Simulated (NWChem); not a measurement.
Species: GaBrF$_{2}$; SMILES [F][Ga]([Br])[F]

```xyz
4

Ga     0.0000     0.0000     0.7425
F      0.0000    -1.4719     1.6586
F      0.0000     1.4719     1.6586
Br     0.0000     0.0000    -1.4992
```
Atoms are numbered in this order, from 1.

Computed with NWChem. Pople sets run with spherical d functions. The geometry was optimised at PBE0/def2-SVP. Vzz is the largest principal value of the second derivative of the potential at the nucleus (NWChem prints the opposite sign); η is the asymmetry. Non-relativistic.

Task: What does the run give for PBE/6-31G*? Quantities: Vzz Ga1 (a.u.); η Ga1; Vzz Br4 (a.u.); η Br4.

Result: 
- Vzz Ga1 (a.u.) = 1.557
- η Ga1 = 0.09
- Vzz Br4 (a.u.) = 4.728
- η Br4 = 0.19
